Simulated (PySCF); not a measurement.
NaGe at CAM-B3LYP

Computed with CAM-B3LYP; Na def2-SVPD, Ge def2-SVPD; no relativity (PySCF 2.14).

```json
{
 "state": "⁴Σ⁻ (quartet), unpaired electrons σ ↑, π ↑↑",
 "bond length": "2.715 Å",
 "harmonic wavenumber": "212 cm⁻¹",
 "force constant": "0.464 mdyn/Å",
 "rotational constant Be": "0.1304 cm⁻¹",
 "anharmonicity ωexe": "1.03 cm⁻¹",
 "vibration–rotation constant αe": "0.000940 cm⁻¹",
 "well depth De to Na + Ge": "26.6 kcal/mol",
 "dissociation energy D0": "26.3 kcal/mol",
 "bond order (Mayer)": "0.82",
 "dipole moment (positive dipole means Na(−)Ge(+))": "-6.96 D"
}
```

Spin–orbit coupling is left out. The state is the lowest determinant that a PBE0 search found; another state may lie lower at other levels.
